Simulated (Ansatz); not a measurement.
Reaction (ligand exchange at a Ge–C bond): `[GeH3][CH]1N=CO1` + `CO[SiH2]S` → `CO[SiH2][S][GeH3]` + `C1=NCO1`

Gas-phase electronic energies from Ansatz, PBE0-D4/def2-TZVP geometries. CCSD(T)/CBS is the MP2 limit (def2-TZVPP, def2-QZVPP) plus CCSD(T) − MP2 in def2-TZVPP, frozen cores. This one scheme is used for every species. DFT in def2-TZVPP. For Ge outer-core shells are correlated without core-valence functions, which leaves a few kJ/mol of doubt a bond. Scalar relativity is left out up to krypton. Each species was taken in one conformer, which may not be the lowest.

`[GeH3][CH]1N=CO1`:

```xyz
10

Ge    0.176   -1.081   -1.075
C    -0.611    0.053    0.337
N     0.189    0.154    1.553
C     0.330    1.379    1.211
O    -0.387    1.486    0.067
H    -0.626   -0.892   -2.372
H     0.096   -2.543   -0.618
H     1.630   -0.637   -1.261
H    -1.673   -0.130    0.517
H     0.876    2.211    1.641
```

`CO[SiH2]S`:

```xyz
10

C    -1.240    1.043    0.436
O    -0.704   -0.090   -0.212
Si    0.907   -0.320   -0.399
S     1.274   -2.271   -1.143
H    -2.308    0.876    0.584
H    -0.774    1.207    1.415
H    -1.110    1.946   -0.169
H     1.574   -0.104    0.913
H     1.483    0.596   -1.417
H     0.897   -2.884   -0.008
```

`CO[SiH2][S][GeH3]`:

```xyz
13

C     1.990   -0.015   -0.872
O     1.062   -0.133    0.183
Si    0.170    1.127    0.742
S    -1.435    0.351    1.875
Ge   -2.157   -1.087    0.328
H     2.914    0.466   -0.533
H     1.581    0.564   -1.708
H     2.232   -1.017   -1.228
H     0.946    2.012    1.648
H    -0.304    1.908   -0.434
H    -1.378   -2.404    0.430
H    -1.976   -0.457   -1.062
H    -3.644   -1.315    0.632
```

`C1=NCO1`:

```xyz
7

C     0.714    0.493   -0.566
N    -0.451    0.932   -0.281
C    -0.587   -0.336    0.430
O     0.772   -0.721    0.032
H     1.540    0.903   -1.139
H    -1.324   -1.021    0.011
H    -0.665   -0.250    1.514
```

| level | ΔE (eV) |
| --- | --- |
| ωB97X-V | -0.74 |
| PBE0 | -0.76 |
| CCSD/def2-TZVPP | -0.72 |
| CCSD(T)/def2-TZVPP | -0.71 |

Task: What does CCSD(T)/CBS give? (Best estimate.)

Result: Ansatz gave: -0.72 eV. The listed levels differ from it by -0.02, -0.04, 0.00, 0.01 eV.

Largest T1 diagnostic among the species: 0.015.

The D4 term adds −0.05 eV with B3LYP and −0.03 eV with PBE0; it sums over pairs of atoms, weighted by their polarisabilities, and B3LYP, whose exchange is more repulsive, gets the larger term. From PBE to PBE0 (25 % exact exchange), in def2-TZVPP and without D4, ΔE moves by −0.05 eV.

B3LYP here is the variant with VWN-RPA as its local correlation; programs differ in this.
